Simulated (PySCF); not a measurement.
**UHF on Mn²⁺ (manganese, charge +2)**

Configuration: [Ar] 3d5, high-spin 6S determinant. Calculation: PySCF 2.14, in x2c-TZVPall (6s5p4d1f, 48 functions); the spin-free X2C one-electron Hamiltonian (Gaussian nucleus).

```
Total energy                        : -1156.606975 hartree
One-electron energy                 : -1579.1257 hartree
Hartree (Coulomb) energy            : 473.7366 hartree
Exchange energy                     : -51.2179 hartree
⟨S²⟩                                : 8.7506
⟨L²⟩                                : 0.000
Sum of ⟨r⟩                          : 14.84 bohr
Sum of ⟨r²⟩                         : 15.89 bohr²
Langevin diamagnetic susceptibility : -12.6 ×10⁻⁶ cm³/mol
Time after the integrals            : 0.19 s of wall time on 1 thread of Neoverse-N1 (shared host)
```

```json
{"shell": "1s α", "electrons": "1", "mean orbital energy (eV)": "-6616.3", "rms radius, mean of both spins (bohr)": "0.0703"}
{"shell": "1s β", "electrons": "1", "mean orbital energy (eV)": "-6616.3", "rms radius, mean of both spins (bohr)": "0.0703"}
{"shell": "2s α", "electrons": "1", "mean orbital energy (eV)": "-822.78", "rms radius, mean of both spins (bohr)": "0.302"}
{"shell": "2s β", "electrons": "1", "mean orbital energy (eV)": "-819.20", "rms radius, mean of both spins (bohr)": "0.302"}
{"shell": "2p α", "electrons": "3", "mean orbital energy (eV)": "-696.49", "rms radius, mean of both spins (bohr)": "0.273"}
{"shell": "2p β", "electrons": "3", "mean orbital energy (eV)": "-692.89", "rms radius, mean of both spins (bohr)": "0.273"}
{"shell": "3s α", "electrons": "1", "mean orbital energy (eV)": "-128.71", "rms radius, mean of both spins (bohr)": "0.917"}
{"shell": "3s β", "electrons": "1", "mean orbital energy (eV)": "-117.45", "rms radius, mean of both spins (bohr)": "0.917"}
{"shell": "3p α", "electrons": "3", "mean orbital energy (eV)": "-92.269", "rms radius, mean of both spins (bohr)": "0.986"}
{"shell": "3p β", "electrons": "3", "mean orbital energy (eV)": "-78.584", "rms radius, mean of both spins (bohr)": "0.986"}
{"shell": "3d α", "electrons": "5", "mean orbital energy (eV)": "-34.815", "rms radius, mean of both spins (bohr)": "1.24"}
```

Densities and radii are taken from the X2C orbitals without a picture-change correction, which distorts them close to the nucleus.
